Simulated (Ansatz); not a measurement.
Geometry optimisation, RKS PBE0-D4/def2-SVP in Ansatz 0.2.0.

input.yaml

```yaml
crystal:
  periodic: [false, false, false]
  atoms:
    - { symbol: Al, position_ang: [-0.009456, -0.391033, -0.091196] }
    - { symbol: F, position_ang: [0.082534, -0.498029, 1.582858] }
    - { symbol: O, position_ang: [1.383169, -0.443508, -1.036956] }
    - { symbol: H, position_ang: [2.276818, -0.536215, -0.705205] }
    - { symbol: O, position_ang: [-1.50298, -0.328555, -0.867116] }
    - { symbol: H, position_ang: [-2.352112, -0.316905, -0.423912] }
    - { symbol: H, position_ang: [0.014952, 2.187971, 0.883362] }
    - { symbol: H, position_ang: [0.043076, 1.610675, 1.312966] }
basis:
  gaussian: { orbitals: def2-SVP }
hamiltonian:
  xc: pbe0
  dispersion: d4
relax:
  f_tol: 0.03
  max_steps: 50
output:
  orbitals: {}
```

Run as:

```bash
$ ansatz run input.yaml --threads 2 --pin off --max-ram 3072MiB --backend cpu --events-out ev --progress --plain --runs-dir out
```

Problem. Where does it end, and by what steps?

Solution. It converged. After 6 steps the energy has fallen by 0.106 eV; H7 moved furthest, 0.47 Å.

```
step  energy less start (eV)  largest force component (eV/Å)  accepted
   0                  0.0000                           1.386       yes
   1                 -0.0614                           0.610       yes
   2                 -0.0801                           0.679       yes
   3                 -0.0961                           0.312       yes
   4                 -0.1051                           0.068       yes
   5                 -0.1058                           0.038       yes
   6                 -0.1061                           0.010       yes
```

```xyz
8
Properties=species:S:1:pos:R:3
Al -0.021 -0.312 0.008
F 0.053 -0.763 1.613
O 1.381 -0.239 -0.932
H 2.265 -0.429 -0.621
O -1.509 -0.159 -0.778
H -2.363 -0.279 -0.363
H 0.037 1.897 0.520
H 0.092 1.568 1.209
```

The run took 12 s on 2 threads of Arm Neoverse V2, with other jobs on the host, peak memory 0.15 GiB.
